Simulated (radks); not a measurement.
Problem. Spherical quantum dot in the effective-mass picture: electrons in a hard-walled sphere of radius 2.27, with a point charge +2 (a donor) at the centre, all in effective atomic units (hartree* = m*/eps^2 hartree, bohr* = eps/m* bohr), one dielectric constant everywhere. Method: non-relativistic Kohn-Sham, PBE, spin-polarised, spherical densities; computed with a radial shooting solver with Libxc functionals. Levels are named by radial order and angular momentum (1s, 1p, 1d, 2s, ...), and open shells are averaged over m. Results are scaled to m* = 0.157 and eps = 16.8, for which hartree* = 15.14 meV and bohr* = 5.663 nm. At N = 12 the configuration is 1s2 1p6 1d(up 3, down 0) 2s(up 1, down 0). Does electron 13 go into 1d down or 1d up or 2s down?

Solution. Into 1d up. The total energies of the other choices lie higher by 1.11 meV (2s down), 1.92 meV (1d down).
